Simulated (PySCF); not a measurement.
Atom-mapped SMILES (the numbers label the heavy atoms): `[SiH3:1][O:2][CH2:3][c:4]1[cH:5][cH:6][cH:7][cH:8][cH:9]1`; H(Xn) means a hydrogen on atom n.

- NMR shieldings at HF/pcSseg-1/GIAO
- geometry from PBE0-D3(BJ)/def2-SVP
- program: PySCF
- one computed conformer, no relativistic terms, no solvent, one averaged value for each set of equivalent atoms

Problem. List the cross peaks expected in HSQC, COSY and HMBC spectra.

Solution. 

HSQC (one-bond C–H):
```csv
δH,δC
7.65 (H(C5)/H(C9)),135.6 (C5/C9)
7.58 (H(C6)/H(C8)),136.3 (C6/C8)
7.48 (H(C7)),135.6 (C7)
4.56 (H(C3)),62.9 (C3)
```

COSY cross peaks (H two or three bonds apart, from the bond graph; peaks can be absent where the dihedral angle is near 90°):
```csv
δH,δH
7.65 (H(C5)/H(C9)),7.58 (H(C6)/H(C8))
7.58 (H(C6)/H(C8)),7.48 (H(C7))
```

HMBC (two and three bonds, from the bond graph):
```csv
δH,δC
7.65 (H(C5)/H(C9)),"147.0 (C4), 136.3 (C6/C8), 135.6 (C7), 135.6 (C5/C9), 62.9 (C3)"
7.58 (H(C6)/H(C8)),"147.0 (C4), 136.3 (C6/C8), 135.6 (C7), 135.6 (C5/C9)"
7.48 (H(C7)),"136.3 (C6/C8), 135.6 (C5/C9)"
4.56 (H(C3)),"147.0 (C4), 135.6 (C5/C9)"
4.06 (H(Si1)),62.9 (C3)
```

δ = σ(ref) − σ, references computed at the same level: 1H (σ = 31.69 ppm), 13C (σ = 190.85 ppm) vs TMS.

Short H···H contacts in this conformer between protons four or more bonds apart (candidates for NOE cross peaks, intensity ∝ r⁻⁶): H(C3)···H(C9) 2.35 Å.

Shifts are as computed. Against solution values, carbons near 30 ppm lie about -0 ppm off and those near 130 ppm about +7 ppm. Of 1211 compounds with measured shifts, 218 miss one by over three times the rms of a fit or turn the order of signals round; such compounds aren't used in these exercises.
